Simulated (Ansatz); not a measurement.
Stepwise reaction of `[SiH3][O][GeH2][O][SiH3]` with hydrogen fluoride, as a gas-phase model of exchange steps in deposition or etching. ΔE in kJ/mol; ΔG adds harmonic PBE0-D4 terms to CCSD(T)/CBS, at 1 bar.

Isolated molecules relaxed with PBE0-D4/def2-TZVP in Ansatz; ΔE leaves out vibrations. CCSD(T)/CBS is the MP2 limit (def2-TZVPP, def2-QZVPP) plus CCSD(T) − MP2 in def2-TZVPP, frozen cores. This one scheme is used for every species. Functionals use def2-TZVPP. B3LYP here is the variant with VWN-RPA as its local correlation; programs differ in this. For Ge outer-core shells are correlated without core-valence functions, which leaves a few kJ/mol of doubt a bond. Scalar relativity is left out up to krypton. Each species was taken in one conformer, which may not be the lowest.

```
step                                                             reaction  PBE-D4  B3LYP-D4  ωB97M-V  CCSD(T)/CBS  ΔG(400 K)
   1  `[SiH3][O][GeH2][O][SiH3]` + H–F → `[F][GeH2][O][SiH3]` + `O[SiH3]`   -19.0     -16.2    -19.3         -9.7      -16.1
   2              `[F][GeH2][O][SiH3]` + H–F → `[F][GeH2][F]` + `O[SiH3]`   -18.5     -15.6    -16.9         -7.4       -7.3
```

(1) By hand: ΔE of the 2 steps together at CCSD(T)/CBS.

Results:

(1) (-9.7) + (-7.4) = -17.1 kJ/mol, or -8.6 kJ/mol a step.

In ΔE the steps differ by no more than 2.3 kJ/mol. All are downhill at CCSD(T)/CBS. ΔG lies between -16.1 and -7.3 kJ/mol a step. PBE-D4 differs from CCSD(T)/CBS by -11.1 to -9.3 kJ/mol a step. Isolated molecules leave out the surface, adducts and barriers. Largest T1 diagnostic: 0.012.
